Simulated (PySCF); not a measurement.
State search for SbBr

Unrestricted PBE0; Sb def2-TZVPPD with ECP28, Br def2-TZVPPD; scalar-relativistic core potentials (PySCF 2.14). Outer shells of the fragments: Sb 4d10 5s2 5p3; Br 3d10 4s2 4p5.

Followed along the bond (rough minima from three points):

| 2Ms+1 | unpaired | ⟨S²⟩ at the start | R at minimum (Å) | Te (eV) |
| --- | --- | --- | --- | --- |
| 3 | π ↑↑ | 2.01 | 2.50 | 0.00 |
| 1 | π ↑↓ | 1.01 | 2.49 | 0.29 |
| 1 | none | 0.00 | 2.48 | 1.16 |
| 5 | σ ↑↑, π ↑↑ | 6.00 | none in the scan | ≤ 4.24 |

Solutions found at the starting distance of 2.480 Å, counted from the lowest of them; the search is not exhaustive and high or unbound solutions are not listed, so other states can lie among these:

| 2Ms+1 | unpaired | term | E (eV) | ⟨S²⟩ | ⟨Lz²⟩ | μ (D) |
| --- | --- | --- | --- | --- | --- | --- |
| 3 | π ↑↑ | ³Σ⁻ | 0.00 | 2.01 | 0.00 | -1.83 |
| 1 | π ↑↓ | mixed | 0.29 | 1.01 | 2.02 | -1.75 |
| 1 | none | mixed | 1.16 | 0.00 | 2.01 | -1.45 |
| 3 | σ ↑, π ↑ | ³Π | 2.74 | 2.01 | 1.01 | -1.55 |
| 1 | σ ↓, π ↑ | mixed | 2.99 | 1.01 | 1.01 | -1.41 |
| 3 | π ↑↑ | mixed | 4.56 | 2.01 | 2.02 | 3.26 |
| 3 | σ ↑, π ↑ | ³Π | 4.60 | 2.01 | 1.01 | 0.86 |
| 1 | σ ↓, π ↑ | mixed | 4.86 | 1.01 | 1.01 | 1.12 |
| 5 | σ ↑↑, π ↑↑ | ⁵Σ⁻ | 5.03 | 6.00 | 0.00 | 0.32 |
| 5 | σ ↑, π ↑↑↑ | ⁵Π | 5.16 | 6.00 | 1.01 | 2.58 |

A term symbol is given only where ⟨S²⟩ and ⟨Lz²⟩ are close to those of a pure state; real π, δ and φ orbitals otherwise mix terms. A positive dipole means Sb(−)Br(+).

Spin–orbit coupling is left out. Counting both spins, an empty level lies below a filled one in some of these solutions, because spin and occupation are held.
